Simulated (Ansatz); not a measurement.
Mulliken charges of BrCuH₂O (`[OH2+][Cu-][Br]`) from ωB97M-V/def2-TZVPP in Ansatz (PBE0-D4/def2-TZVP geometry).

```
atom   x (Å)   y (Å)   z (Å)  charge (e)
  O1  -0.687   0.719  -0.368      -0.257
 Cu2   0.704  -0.401   0.454       0.219
 Br3   2.254  -1.680   1.359      -0.428
  H4  -1.593   0.470  -0.164       0.233
  H5  -0.628   0.818  -1.323       0.233
```

Question: By hand: the dipole of these point charges (1 e Å = 4.8032 D).

Answer: Σ q r = (-1.151, 0.747, -0.734) e Å, of length 1.556 e Å = 7.47 D.

Question: How does the dipole of the full density compare? (Best estimate.)

Answer: The calculation gave: (-1.336, 0.807, -0.870) e Å, 8.58 D; the point charges give 0.87 times that, at 2° from its direction.

Point charges leave out the atoms' own dipoles, such as those of lone pairs, and Mulliken's split depends on the basis, so the close match here is no proof of good charges.
